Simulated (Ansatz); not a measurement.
Reaction (redistribution): `[AlH2][NH][SiH2]Cl` + `BCBCl` → `BC[SiH2][NH][AlH2]` + `ClBCl`

Isolated molecules relaxed with PBE0-D4/def2-TZVP in Ansatz; ΔE leaves out vibrations. CCSD(T)/CBS adds triple-zeta CCSD(T) − MP2 to the extrapolated MP2 energy (def2 sets, frozen cores). This one scheme is used for every species. DFT in def2-TZVPP. B3LYP here is the variant with VWN-RPA as its local correlation; programs differ in this. Each species was taken in one conformer, which may not be the lowest.

`[AlH2][NH][SiH2]Cl`:

```xyz
9

Al    0.522    1.655   -0.511
N     0.450   -0.132   -0.454
Si   -0.424   -1.129    0.623
Cl   -2.119   -1.929   -0.246
H    -0.269    2.450    0.600
H     1.390    2.309   -1.659
H     0.945   -0.629   -1.185
H     0.373   -2.296    1.067
H    -0.869   -0.298    1.763
```

`BCBCl`:

Z-matrix (Å, degrees):
```
C
B 1 1.549
B 1 1.554 2 108.2
H 1 1.089 2 114.0 3 128.9
H 1 1.104 2 103.3 3 -109.9
Cl 2 1.749 1 121.1 3 -111.6
H 2 1.193 1 122.5 3 66.9
H 3 1.197 1 119.8 2 -60.2
H 3 1.196 1 121.2 2 118.9
```

`BC[SiH2][NH][AlH2]`:

```xyz
14

B    -0.555    1.505   -2.196
C    -0.669    0.211   -1.386
Si   -0.116    0.537    0.397
N    -0.106   -0.915    1.330
Al    1.266   -1.747    2.107
H     0.457    1.775   -2.779
H    -1.449    2.303   -2.210
H    -0.012   -0.597   -1.721
H    -1.695   -0.155   -1.269
H    -1.036    1.547    0.988
H     1.273    1.065    0.422
H    -1.017   -1.337    1.463
H     2.711   -1.134    1.922
H     0.947   -3.060    2.933
```

`ClBCl`:

Z-matrix (Å, degrees):
```
B
Cl 1 1.734
Cl 1 1.734 2 120.7
H 1 1.187 2 119.7 3 180.0
```

Is it downhill or uphill in electronic energy at CCSD(T)/CBS, and by how much? (An estimate is asked.)

Computed: Uphill: ΔE = +28.3 kJ/mol.

What do these levels give: PBE0-D4, B3LYP-D4, ωB97X-V, B2PLYP, PBE, r2SCAN, PBE0, SCS-MP2/def2-TZVPP, CCSD/def2-TZVPP, CCSD(T)/def2-TZVPP, HF/def2-QZVPP, HF/CBS(def2)? (An estimate is asked.)

Computed: PBE0-D4 25.8, B3LYP-D4 26.8, ωB97X-V 28.9, B2PLYP 27.4, PBE 22.6, r2SCAN 26.3, PBE0 26.8, SCS-MP2/def2-TZVPP 26.3, CCSD/def2-TZVPP 26.9, CCSD(T)/def2-TZVPP 24.1, HF/def2-QZVPP 40.4, HF/CBS(def2) 40.5 kJ/mol.

Largest T1 diagnostic among the species: 0.012.

From PBE to PBE0 (25 % exact exchange), in def2-TZVPP and without D4, ΔE moves by +4.2 kJ/mol. In def2-TZVPP, CCSD(T) changes the Hartree–Fock value by −15.6 kJ/mol (the triples alone add −2.8 kJ/mol) and MP2 by −14.7 kJ/mol.
